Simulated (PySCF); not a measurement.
# How methods differ on the fine-structure interval of Sb⁴⁶⁺

Sb⁴⁶⁺ [He] 2s2 2p1 [2p1/2^1, M_J = 1/2] → Sb⁴⁶⁺ [He] 2s2 2p1 [2p3/2^1, M_J = 3/2], as a difference of total energies. All numbers are calculated (PySCF 2.14, the two-component X2C-1e Hamiltonian, in an uncontracted even-tempered set (17 s from 25 bohr⁻², ratio 2.4; 12 p from 33 bohr⁻², ratio 2.4; 5 d from 110 bohr⁻², ratio 2.6; 4 f from 160 bohr⁻², ratio 2.6)). Correlated levels: nothing frozen; the 32 highest virtual spinors dropped. "Screened" scales the spin-orbit matrix elements by Boettger's factors to mimic the two-electron term; Breit and QED terms are absent.

```json
{"method": "GHF (screened spin-orbit)", "fine-structure interval (cm⁻¹)": "2293400"}
{"method": "GMP2 (screened spin-orbit)", "fine-structure interval (cm⁻¹)": "2284500"}
{"method": "GHF (bare spin-orbit)", "fine-structure interval (cm⁻¹)": "2391500"}
```
